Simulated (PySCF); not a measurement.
Species: C7H5O2 (charge -1).
Numbering: `[CH:1]#[C:2]/[C:3]([O-:4])=[CH:5]\[CH:6]=[CH:7]\[CH:8]=[O:9]` (hydrogens: H10 on C1; H11 on C5; H12 on C6; H13 on C7; H14 on C8)
Bond orders are those of one Lewis drawing.

Method: PySCF 2.14.0, PBE0-D3(BJ)/def2-SVP geometry optimisation, gas phase; density fitting, grid level 2; the optimiser is geomeTRIC in internal coordinates, started from a GFN2-xTB structure.

Step 0: E = -11411.7654 eV
```
atom  x, y, z in Å  |  force x, y, z in eV/Å
C1      3.1886   -1.7633    0.6462    0.146  -0.643   0.208
C2      2.7045   -0.7165    0.3090    0.005   0.796  -0.262
C3      2.2878    0.6098   -0.1203    0.194   0.887  -0.294
O4      3.1702    1.4398   -0.4074   -0.129  -0.302   0.101
C5      0.8951    0.8339   -0.1708    0.129  -0.029   0.007
C6     -0.0631   -0.1078    0.1539   -0.356   0.134  -0.038
C7     -1.4312    0.0802    0.1154    0.347   0.126  -0.048
C8     -2.3448   -0.9274    0.4610   -1.055  -0.286   0.113
O9     -3.5782   -0.8600    0.4597    0.266  -0.019   0.001
H10     3.5583   -2.7003    0.9487    0.360  -0.798   0.257
H11     0.5790    1.8199   -0.4889   -0.038   0.403  -0.132
H12     0.2900   -1.0866    0.4688    0.132  -0.406   0.131
H13    -1.8299    1.0388   -0.1920   -0.231   0.403  -0.128
H14    -1.8636   -1.8894    0.7685    0.228  -0.268   0.083
```

Step 1: E = -11411.8412 eV
```
atom  x, y, z in Å  |  force x, y, z in eV/Å
C1      3.1882   -1.7994    0.6575    0.119  -0.188   0.060
C2      2.7499   -0.7214    0.3098   -0.142   0.099  -0.030
C3      2.3020    0.6229   -0.1245    0.094  -0.091   0.030
O4      3.1878    1.4394   -0.4067    0.035   0.081  -0.028
C5      0.9018    0.8516   -0.1769   -0.085   0.117  -0.037
C6     -0.0886   -0.0745    0.1437    0.088  -0.119   0.037
C7     -1.4625    0.1000    0.1093   -0.086   0.115  -0.036
C8     -2.3657   -0.9413    0.4662    0.126  -0.136   0.040
O9     -3.5921   -0.9124    0.4767   -0.085   0.026  -0.006
H10     3.5873   -2.7499    0.9638   -0.049   0.077  -0.025
H11     0.6157    1.8587   -0.5030    0.028  -0.037   0.012
H12     0.2646   -1.0684    0.4643   -0.031   0.038  -0.012
H13    -1.8945    1.0601   -0.1987    0.004  -0.025   0.008
H14    -1.8312   -1.8943    0.7702   -0.017   0.045  -0.014
```

**Question.** Estimate the geometry and energy of step 2. (The exact step hangs on the optimiser's Hessian estimate; all steps are aligned on step 1, rigid shifts and turns removed.)

**Answer.** E = -11411.8362 eV, largest force 0.198 eV/Å
```
atom  x, y, z in Å  |  force x, y, z in eV/Å
C1      3.0773   -1.8224    0.6667    0.043   0.029  -0.010
C2      2.6872   -0.7265    0.3128    0.087   0.015  -0.006
C3      2.3022    0.6348   -0.1280    0.000   0.187  -0.064
O4      3.2086    1.4321   -0.4042    0.059  -0.111   0.036
C5      0.9082    0.9033   -0.1940   -0.055  -0.135   0.046
C6     -0.0757   -0.0304    0.1288   -0.056   0.094  -0.029
C7     -1.4549    0.1105    0.1053    0.142  -0.084   0.024
C8     -2.2926   -0.9802    0.4777   -0.141   0.106  -0.030
O9     -3.5197   -1.0056    0.5068   -0.034  -0.086   0.028
H10     3.4287   -2.7872    0.9781   -0.015  -0.010   0.003
H11     0.6367    1.9127   -0.5212    0.017  -0.026   0.008
H12     0.2922   -1.0181    0.4473   -0.023   0.024  -0.008
H13    -1.9294    1.0515   -0.1961   -0.002  -0.035   0.011
H14    -1.7059   -1.9033    0.7716   -0.022   0.032  -0.011
```

The energy changes by +0.0049 eV. The first-order estimate −F·Δx gives -0.0091 eV and the mean of the old and new forces, exact on a quadratic surface, +0.0052 eV. The step makes an angle of 87° with the force vector and moves no atom by more than 0.164 Å. The energy falls at the start of this step and ends higher, so the step passed the lowest point of its straight line.

What follows is the cost of the whole optimisation. Time: 59 s of wall time; peak memory 0.73 GiB. Hardware: an Arm Neoverse V2 with one thread, shared host with 48 logical CPUs at a one-minute load of 9.0.
